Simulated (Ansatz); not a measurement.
`FB[Si](F)(F)F` at its PBE0-D4/def2-TZVP geometry, where that method's forces vanish. The species carries charge 0 and has multiplicity 1.

```xyz
7

F    -0.7293   -1.9054    0.7924
B    -0.9036   -0.8230    0.0673
Si    0.5872    0.5518   -0.0540
F     0.0894    1.9545    0.4797
F     1.0325    0.7523   -1.5579
F     1.8765    0.1650    0.7709
H    -1.9528   -0.6952   -0.4984
```

Q: What forces (eV/Å) does PBE-D4/def2-TZVPP give on these atoms in Ansatz? (An estimate is asked.)

A: Ansatz gave: 
```
F1   0.064 -0.478  0.314
B2   0.009  0.396 -0.231
Si3 -0.454 -0.450  0.055
F4  -0.256  0.646  0.254
F5   0.191  0.076 -0.711
F6   0.597 -0.201  0.395
H7  -0.150  0.011 -0.077
```
